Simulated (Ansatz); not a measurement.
Frontier orbitals of CHBClN, SMILES `N#CBCl`.

```
atom   x (Å)   y (Å)   z (Å)
  N1   1.081  -0.067  -1.835
  C2   0.528  -0.028  -0.825
  B3  -0.172   0.027   0.532
 Cl4  -1.892  -0.061   0.595
  H5   0.456   0.130   1.534
```

Charge 0, multiplicity 1. Geometry: relaxed with PBE0-D4/def2-TZVP. Basis def2-TZVPP, Ansatz 0.2.0.

```csv
functional,HOMO (eV),LUMO (eV),gap (eV)
PBE,-8.22,-4.11,4.11
BLYP,-8.09,-3.93,4.16
PBE0,-9.68,-3.19,6.49
BHLYP,-11.02,-2.11,8.91
CAM-B3LYP,-11.11,-2.04,9.07
ωB97M-V,-11.98,-1.06,10.92
```

(1) What is the vertical ionisation energy at frozen-core CCSD(T)/CBS(def2)? (Best estimate.)

## Answers

(1) The calculation gave: 12.54 eV (T1 of the cation 0.039).

From PBE to PBE0 the HOMO moves by −1.46 eV and the LUMO by +0.92 eV, and with ωB97M-V by −3.77 and +3.05 eV, so the gap grows from 4.11 to 10.92 eV with exact exchange. −ε(HOMO) differs from that ionisation energy by −4.32 eV with PBE and −0.56 eV with ωB97M-V.
